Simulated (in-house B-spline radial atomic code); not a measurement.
Results of a calculation; reference values are marked as such.
# Making a Troullier-Martins s channel for Cr, r_c = 0.79 bohr

Cr, [Ar] 3d5 4s1, non-relativistic PBE, spherical and spin-unpolarised, from an all-electron radial atomic-structure program (B-spline basis) (atomic units). The all-electron 3s level is ε = -2.664774 hartree, its outermost node lies just inside 0.37 bohr and its outer maximum at 0.79 bohr.

Inside r_c the pseudo-orbital is u(r) = r^1 exp(p(r)), with p = c0 + c2 r² + c4 r⁴ + … + c12 r¹². The seven coefficients follow from p and its first four derivatives at r_c, from zero curvature of the screened potential at the origin, c4 = −c2²/(2l + 5), and from the norm inside r_c. At r_c the all-electron orbital has P = 1.17016, P' = -0.05310598, the screened potential V = -6.225665, V' = 17.00374, V'' = -58.70603, and the norm inside is Q = 0.3872869.

Problem. What are p, p' and p'' at r_c?

Solution. p = ln(P/r_c^1) = ln(1.17016/0.79) = 0.39286. p' = P'/P − 1/r_c = -0.04538 − 1.26582 = -1.31121. The radial equation gives p'' = 2(V − ε) − 2(1) p'/r_c − p'² = -7.12178 − (-3.31951) − 1.71926 = -5.52153. Differentiating, p''' = 2V' + 2(1)p'/r_c² − 2(1)p''/r_c − 2p'p'' = 29.304, and p'''' = 2V'' − 4(1)p'/r_c³ + 4(1)p''/r_c² − 2(1)p'''/r_c − 2p''² − 2p'p''' = -200.48.

For a trial c2 the five matching conditions are linear in c0, c6, c8, c10 and c12, and c2 is varied until the norm inside r_c equals Q. The root nearest zero gives:

```
 n        c_n
 0  -0.166958
 2   3.470259
 4   -2.40854
 6  -13.10802
 8   27.78804
10  -21.88243
12   6.340954
```

Problem. Check c4 and p(r_c), and find the screened pseudopotential at the origin.

Solution. −c2²/5 = -2.40854, as listed. The terms c_n r_c^n are -0.16696, 2.16579, -0.93813, -3.18640, 4.21575, -2.07189, 0.37470, which sum to 0.39286. Inverting the radial equation, V_l(r) = ε + 1 p'/r + (p'' + p'²)/2, so V_l(0) = ε + (2l + 3) c2 = -2.664774 + 3 × (3.47026) = 7.7460 hartree, finite where the all-electron potential diverges.

Orbitals and screened potentials:

| r (bohr) | P | u | V all-electron | V pseudo |
| --- | --- | --- | --- | --- |
| 0.079 | 0.0503 | 0.06831 | -233.4 | 7.733 |
| 0.198 | -0.6158 | 0.1911 | -68.62 | 7.253 |
| 0.316 | -0.2572 | 0.3653 | -33.57 | 4.93 |
| 0.435 | 0.3762 | 0.6144 | -19.5 | -0.1236 |
| 0.553 | 0.8553 | 0.8971 | -12.65 | -5.703 |
| 0.672 | 1.107 | 1.108 | -8.718 | -7.809 |
| 0.79 | 1.17 | 1.17 | -6.226 | -6.226 |

Logarithmic derivatives P'/P at R = 1.09 bohr, for energies E around ε:

```tsv
E − ε (hartree)	all-electron	pseudo
-0.5	-0.522973	-0.524005
-0.25	-0.873669	-0.873954
-0.1	-1.10679	-1.10681
0	-1.27321	-1.27317
0.1	-1.44948	-1.4495
0.25	-1.73466	-1.73509
0.5	-2.27631	-2.27864
```

Problem. With P(R) = 0.9274523 and a norm of 0.7362285 inside R, what slope in energy does norm conservation fix?

Solution. d(P'/P)/dE = −2 × (norm inside R)/P(R)² = -1.7118 per hartree·bohr at E = ε, for both atoms, since orbital and norm agree at R. Differences over ±0.1 hartree give -1.7135 (all-electron) and -1.7134 (pseudo), which also hold third-order terms. Half a hartree below ε the two curves differ by -0.0010.
